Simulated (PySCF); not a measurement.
Species: C₇H₄ClFO.
Numbering: `[O:1]=[C:2]([Cl:3])[c:4]1[cH:5][cH:6][cH:7][cH:8][c:9]1[F:10]` (hydrogens: H11 on C5; H12 on C6; H13 on C7; H14 on C8)

The same species was optimised twice, with GFN2-xTB and with PBE0-D3(BJ)/def2-SVP (PySCF), and the same property calculations (PySCF, gas phase) were run on both structures.

| coordinate | GFN2-xTB | PBE0-D3(BJ)/def2-SVP | change |
| --- | --- | --- | --- |
| C9–F10 (Å) | 1.338 | 1.322 | -0.016 |
| C2–C4 (Å) | 1.472 | 1.486 | +0.014 |
| C2–Cl3 (Å) | 1.758 | 1.770 | +0.012 |
| C6–C7 (Å) | 1.388 | 1.396 | +0.008 |
| C5–C6 (Å) | 1.378 | 1.386 | +0.008 |
| C7–C8 (Å) | 1.382 | 1.389 | +0.007 |
| C4–C9 (Å) | 1.397 | 1.404 | +0.007 |
| C8–C9 (Å) | 1.386 | 1.391 | +0.005 |
| C4–C5 (Å) | 1.402 | 1.407 | +0.005 |
| O1=C2 (Å) | 1.193 | 1.190 | -0.003 |
| O1–C2–C4 (°) | 124.7 | 123.8 | -0.9 |
| O1–C2–Cl3 (°) | 119.0 | 119.6 | +0.6 |
| C8–C9–F10 (°) | 116.6 | 117.1 | +0.5 |
| C4–C9–F10 (°) | 122.1 | 121.7 | -0.4 |
| Cl3–C2–C4 (°) | 116.3 | 116.6 | +0.3 |
| C5–C6–C7 (°) | 119.8 | 119.5 | -0.3 |
| C5–C4–C9 (°) | 117.3 | 117.5 | +0.2 |
| C6–C7–C8 (°) | 119.9 | 120.1 | +0.2 |
| O1–C2–C4–C5 (°) | 0 | 13 | +13 |

Rotational constants: A = 2141, B = 926.6, C = 646.8 MHz (GFN2-xTB) against A = 2122, B = 909.3, C = 643.8 MHz (PBE0-D3(BJ)/def2-SVP). Point groups within 0.08 Å: Cs and C1.

On the GFN2-xTB structure: HOMO (eV) -7.98 [PBE0/pcSseg-1]; LUMO (eV) -2.34 [PBE0/pcSseg-1]; dipole (D) 4.39 [PBE0/pcSseg-1]; GIAO shielding of O1 (ppm) -237.2 [PBE0/pcSseg-1]; GIAO shielding of C2 (ppm) 13.1 [PBE0/pcSseg-1]; GIAO shielding of Cl3 (ppm) 473.4 [PBE0/pcSseg-1]; GIAO shielding of C4 (ppm) 62.8 [PBE0/pcSseg-1]; GIAO shielding of C5 (ppm) 46.1 [PBE0/pcSseg-1]; GIAO shielding of C6 (ppm) 57.5 [PBE0/pcSseg-1]; GIAO shielding of C7 (ppm) 43.2 [PBE0/pcSseg-1]; GIAO shielding of C8 (ppm) 62.4 [PBE0/pcSseg-1].

Task: What do these properties become on the PBE0-D3(BJ)/def2-SVP structure?

Result: 
| property | level | on GFN2-xTB | on PBE0-D3(BJ)/def2-SVP | change |
| --- | --- | --- | --- | --- |
| HOMO (eV) | PBE0/pcSseg-1 | -7.98 | -7.91 | +0.07 |
| LUMO (eV) | PBE0/pcSseg-1 | -2.34 | -2.29 | +0.05 |
| dipole (D) | PBE0/pcSseg-1 | 4.39 | 4.26 | -0.13 |
| energy, GFN2-xTB geometry as zero (kcal/mol) | PBE0/pcSseg-1 | 0.0 | -0.4 | -0.4 |
| GIAO shielding of O1 (ppm) | PBE0/pcSseg-1 | -237.2 | -241.6 | -4.4 |
| GIAO shielding of C2 (ppm) | PBE0/pcSseg-1 | 13.1 | 12.3 | -0.8 |
| GIAO shielding of Cl3 (ppm) | PBE0/pcSseg-1 | 473.4 | 467.8 | -5.6 |
| GIAO shielding of C4 (ppm) | PBE0/pcSseg-1 | 62.8 | 59.5 | -3.3 |
| GIAO shielding of C5 (ppm) | PBE0/pcSseg-1 | 46.1 | 44.2 | -1.9 |
| GIAO shielding of C6 (ppm) | PBE0/pcSseg-1 | 57.5 | 55.9 | -1.6 |
| GIAO shielding of C7 (ppm) | PBE0/pcSseg-1 | 43.2 | 41.5 | -1.7 |
| GIAO shielding of C8 (ppm) | PBE0/pcSseg-1 | 62.4 | 61.2 | -1.2 |

The heavy atoms differ by 0.142 Å rms after alignment. Among bonds between heavy atoms C9–F10 changes most (-0.016 Å). Changes are differences of the printed values. Neither structure is proved a minimum here.

Conformer computed: `[O:1]=[C:2]([Cl:3])[c:4]1[cH:5][cH:6][cH:7][cH:8][c:9]1[F:10]`: O1–C2–C4–C5 13°.
